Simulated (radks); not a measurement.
Results of a calculation; reference values are marked as such.
Question: These are the eigenvalues of the occupied orbitals of an atom or ion with whole-number occupations (eV). Level of theory: scalar-relativistic Kohn-Sham, r2SCAN, spin-polarised, spherical densities, finite nucleus; meta-GGA in the generalised Kohn-Sham scheme; Fermi nuclear charge, rms radius of each element as measured or else 0.836 A^(1/3) + 0.57 fm (a radial shooting solver on a logarithmic mesh with Libxc functionals).

orbital  eigenvalue
1s        -37332.84
2s        -5929.805
2p        -5315.458
3s        -1268.658
3p        -1070.513
3d        -783.0611
4s        -261.6556
4p        -197.3706
4d        -103.7142
5s         -46.8597
5p         -31.3865

Which element is it, and in what charge state? The configuration may be excited. Open shells, if any, are filled with parallel spins first.

Answer: Z = 56, barium, charge +2: Ba2+ in [Xe]. The list shows which subshells hold electrons but not how many an open one holds; the 1s level, -1372 hartree, gives Z - s = 52.4 by -(Z - s)^2/2, which with screening and relativity narrows Z to a few neighbours, and the depths of the outer levels then fix element, charge and occupations together.
